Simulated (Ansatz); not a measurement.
`[CH3][SnH2][SeH]` + CH₃SH → `C[S][SnH2][CH3]` + H₂Se at 298.15 K and 1 bar (ligand exchange at the Sn–Se bond).

Calculated with Ansatz (gas phase, PBE0-D4/def2-TZVP geometries, no zero-point term in ΔE). CBS: MP2 limit from def2 TZ/QZ plus the TZ coupled-cluster correction, frozen cores. This one scheme is used for every species. def2 core potentials past Kr. For Se, Sn outer-core shells are correlated without core-valence functions, which leaves a few kJ/mol of doubt a bond. Scalar relativity is left out up to krypton. Each species was taken in one conformer, which may not be the lowest.

```tsv
species	CCSD(T)/CBS energy (Eh)	H − E (kJ/mol)	S (J/(mol·K))
`[CH3][SnH2][SeH]`	-2656.41290	171.8	359.7
CH₃SH	-438.22835	133.0	253.2
`C[S][SnH2][CH3]`	-692.73453	256.6	385.0
H₂Se	-2401.89790	45.8	219.1
```

H − E and S are ideal-gas, rigid-rotor, harmonic terms from PBE0-D4/def2-TZVP, for one conformer and one mirror image of each species. 1 Eh = 2625.50 kJ/mol, R = 8.31446 J/(mol·K).

Q: By hand: ΔE, ΔH, ΔS and ΔG.

A: ΔE = (-692.73453) + (-2401.89790) − (-2656.41290) − (-438.22835) = 0.00882 Eh = 23.2 kJ/mol. Δ(H − E) = 256.6 + 45.8 − 171.8 − 133.0 = -2.4, so ΔH = 20.8 kJ/mol. ΔS = 385.0 + 219.1 − 359.7 − 253.2 = -8.8 J/(mol·K). ΔG = 20.8 − 298.15 × (-8.8)/1000 = 23.4 kJ/mol.

Q: By hand: the equilibrium constant, and the temperature at which ΔG would vanish if ΔH and ΔS stayed fixed.

A: log₁₀ K = −ΔG/(RT ln 10) = -4.1. ΔH and −TΔS have one sign here, so there is no such temperature.

The number of gas molecules stays the same, so ΔS is small and ΔH decides. A doubt of 5 kJ/mol in ΔE shifts log₁₀ K by 0.9 here. Other conformers and mirror images would add mixing entropy, several J/(mol·K) or more a flexible species. Modes under 60 cm⁻¹, often nearly free rotors, make the harmonic entropy too high. These are equilibria of isolated gas molecules and say nothing of rates. Largest T1 diagnostic: 0.011 (customary marks: 0.02 for closed shells, 0.045 for open ones).

ΔS is within the doubt of such terms, so its sign, and with it that verdict, could turn.
